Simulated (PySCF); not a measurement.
silyloxysilylformaldehyde (CH6O2Si2), SMILES [SiH2](C=O)O[SiH3].

Geometry: B3LYP-D3(BJ)/def2-SVP. One conformer was computed; it need not be the lowest.

Method: PBE/def2-TZVP in PySCF.

Symmetry labels are those of the subgroup Cs that the program uses (full group Cs).

Computed valence orbital energies around the gap with their symmetry:
```csv
orbital,symmetry,energy (eV)
HOMO−7,A',-10.39
HOMO−6,A",-10.37
HOMO−5,A",-9.85
HOMO−4,A',-9.37
HOMO−3,A",-8.63
HOMO−2,A',-7.88
HOMO−1,A",-7.52
HOMO,A',-5.68
LUMO,A",-2.92
LUMO+1,A',-1.27
LUMO+2,A',-0.03
LUMO+3,A',0.33
```
